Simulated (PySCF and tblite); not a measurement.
C4H8NSeSi (charge -1), numbered as in [CH3:1][CH2:2][CH2:3][Se:4][SiH-:5][C:6]#[N:7]. The ensemble was built from 150 distance-geometry starts (ETKDG, UFF, GFN2-xTB) and rests on GFN2-xTB geometries. Free energies are OLYP-D3(BJ)/cc-pVDZ single points with GFN2-xTB rigid-rotor and vibrational terms (modes under about 50 cm⁻¹ blended into free rotors). Symmetry numbers and mirror images are counted. Conformers within 2.5 kcal/mol (GFN2-xTB free energy) were kept, 4 at most. GIAO shieldings: OLYP/cc-pVDZ. Shifts are against NH3 (¹⁵N) at the same level. Run with PySCF (density fitting) and tblite.

Torsions listed: C1–C2–C3–Se4, C2–C3–Se4–Si5, C3–Se4–Si5–C6. Of a mirror pair one member is shown.

| conformer | shape | point group | mirror pair | ΔE(DFT) | Δ(G−E) at 180 K | δ N7 (ppm) |
| --- | --- | --- | --- | --- | --- | --- |
| 1 | -66°, -67°, 104° | C1 | yes | 0.00 | 0.00 | 308.8 |
| 2 | -178°, 78°, -93° | C1 | yes | 0.91 | 0.04 | 311.0 |
| 3 | 68°, 68°, 89° | C1 | yes | 1.38 | -0.09 | 311.6 |
| 4 | 179°, -103°, -36° | C1 | yes | 1.95 | -0.59 | 307.3 |

Energies in kcal/mol; the thermal term leaves out symmetry numbers and mirror images.

(1) Work out the weights at 180 K and the ¹⁵N shift of N7 under fast exchange.

Spin–orbit effects of the heavy atoms on shieldings are missing. The ion is treated without a counter-ion. Unscaled ¹⁵N shifts at such levels can be off by tens of ppm; differences between conformers or isomers are more reliable. The highest orbital of this anion is unbound, so its values hang on the basis.

Results:

(1) RT = 0.358 kcal/mol. Each conformer gets RT ln(σ/g), with σ the rotational symmetry number and g = 2 for a mirror pair: 1: σ = 1, g = 2, G = 0.00 + 0.00 − 0.25 = -0.25, 0.00 above the lowest, exp(−ΔG/RT) = 1.000; 2: σ = 1, g = 2, G = 0.91 + 0.04 − 0.25 = 0.69, 0.94 above the lowest, exp(−ΔG/RT) = 0.072; 3: σ = 1, g = 2, G = 1.38 − 0.09 − 0.25 = 1.04, 1.29 above the lowest, exp(−ΔG/RT) = 0.027; 4: σ = 1, g = 2, G = 1.95 − 0.59 − 0.25 = 1.11, 1.36 above the lowest, exp(−ΔG/RT) = 0.022. The sum is 1.121, so the weights are 89.2, 6.4, 2.4, 2.0 %. The averaged shift is 309.0 ppm. At 298.15 K it is 309.2 ppm. At 298.15 K the leading conformer alone gives 308.8 ppm and bare DFT energies give 309.3 ppm.


¹⁵N shifts are against a computed isolated NH3 molecule, about 20 ppm from the liquid.

Conformer gaps in cc-pVDZ on xTB geometries can be 2 kcal/mol off for S=O, P=O and other polar bonds.